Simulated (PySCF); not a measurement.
GeH2, SMILES [GeH2] (connectivity only; charge and spin as stated), neutral, multiplicity 1. The structure is a stationary point at B3LYP-D3(BJ)/def2-TZVPD. The isomer is the one that the SMILES or the coordinates give; other isomers of the formula were not compared.

All values below come from PySCF with B3LYP-D3(BJ)/def2-TZVPD.

Harmonic wavenumbers (cm⁻¹): 936, 1891, 1898. Rotational constants (GHz): 204.2, 193.6, 99.36; symmetry number 2.

Work out the zero-point energy and the ideal-gas rigid-rotor harmonic-oscillator thermochemistry at 298.15 K and 1 atm.

ZPE = ½ Σ hcν = ½ × 4725 cm⁻¹ = 28.26 kJ/mol. H − E(el) = 38.31 kJ/mol. Entropy in J/(mol K): translation 162.53, rotation 57.28, vibration 0.52, total 220.34. G − E(el) = -27.39 kJ/mol. Cp = 35.30 J/(mol K).
